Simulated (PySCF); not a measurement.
HB, charge +1, doublet, at a GFN2-xTB geometry (a state made from the parent by changing its charge; the spin is typed, not shown lowest). Base run: PySCF with B3LYP/def2-SVP.

PySCF was given this input:
```python
from pyscf import gto, scf, dft

mol = gto.M(
    atom='''
B    -0.00000000   -0.00000000   -0.19907760
H     0.00000000    0.00000000    0.99538801
''',
    basis='def2-svp',
    charge=1,
    spin=1,
    verbose=5,
)

mf = dft.UKS(mol)
mf.xc = 'b3lyp'
mf.kernel()
mf.analyze()
```

The base run was repeated with changes; each row names its change, and settings that it needs were set with it.

| change | ΔE vs base (µEh) | fitting functions |
|---|---|---|
| base | 0.0 | - |
| auxbasis = def2-tzvp-ri | -57.0 | 91 |
| exchange = seminumerical (SGX) (with mf = sgx.sgx_fit(mf, auxbasis='def2-universal-jfit'); with mf.with_df.dfj = True) | -33.9 | 60 |
| auxbasis = even-tempered beta=2.0 | -2.5 | 145 |
| auxbasis = even-tempered beta=1.6 | -0.2 | 216 |
| auxbasis = cc-pvtz-ri | -36.9 | 111 |
| auxbasis = cc-pvdz-jkfit | -11.5 | 93 |
| auxbasis = even-tempered beta=3.0 | -25.5 | 97 |
| auxbasis = def2-universal-jkfit | -10.0 | 93 |
| auxbasis = default (with mf = mf.density_fit()) | -10.0 | 93 |

A fitting set is made for a task (jfit for Coulomb, jkfit for Coulomb and exchange, ri for correlation) and for a family of orbital bases.

Open shells are given as the SCF converged; they aren't shown to be the lowest states, and a large step between rows can be another state.
